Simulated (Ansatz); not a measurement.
`[CH3][Ti]([OH])([F])[Cl]` + HCl → `[OH][Ti]([F])([Cl])[Cl]` + CH₄ at 298.15 K and 1 bar (ligand exchange at a Ti–C bond).

Isolated molecules relaxed with PBE0-D4/def2-TZVP in Ansatz; ΔE leaves out vibrations. CBS: MP2 limit from def2 TZ/QZ plus the TZ coupled-cluster correction, frozen cores. This one scheme is used for every species. For Ti outer-core shells are correlated without core-valence functions, which leaves a few kJ/mol of doubt a bond. Scalar relativity is left out up to krypton. One conformer a species, not always the lowest.

```
                   species  CCSD(T)/CBS energy (Eh)  H − E (kJ/mol)  S (J/(mol·K))
`[CH3][Ti]([OH])([F])[Cl]`              -1524.31841           159.1          381.7
                       HCl               -460.38127            26.6          186.8
 `[OH][Ti]([F])([Cl])[Cl]`              -1944.30161            69.0          371.4
                       CH₄                -40.46206           127.4          186.2
```

H − E and S are ideal-gas, rigid-rotor, harmonic terms from PBE0-D4/def2-TZVP, for one conformer and one mirror image of each species. 1 Eh = 2625.50 kJ/mol, R = 8.31446 J/(mol·K).

Task: By hand: ΔE, ΔH, ΔS and ΔG.

Result: ΔE = (-1944.30161) + (-40.46206) − (-1524.31841) − (-460.38127) = -0.06399 Eh = -168.0 kJ/mol. Δ(H − E) = 69.0 + 127.4 − 159.1 − 26.6 = 10.7, so ΔH = -157.3 kJ/mol. ΔS = 371.4 + 186.2 − 381.7 − 186.8 = -10.9 J/(mol·K). ΔG = -157.3 − 298.15 × (-10.9)/1000 = -154.1 kJ/mol.

Task: By hand: the equilibrium constant, and the temperature at which ΔG would vanish if ΔH and ΔS stayed fixed.

Result: log₁₀ K = −ΔG/(RT ln 10) = 27.0. ΔG = 0 at ΔH/ΔS = 14431 K, far beyond where these terms or the molecules hold.

The number of gas molecules stays the same, so ΔS is small and ΔH decides. A doubt of 5 kJ/mol in ΔE shifts log₁₀ K by 0.9 here. Other conformers and mirror images would add mixing entropy, several J/(mol·K) or more a flexible species. These are equilibria of isolated gas molecules and say nothing of rates. Largest T1 diagnostic: 0.024 (customary marks: 0.02 for closed shells, 0.045 for open ones).
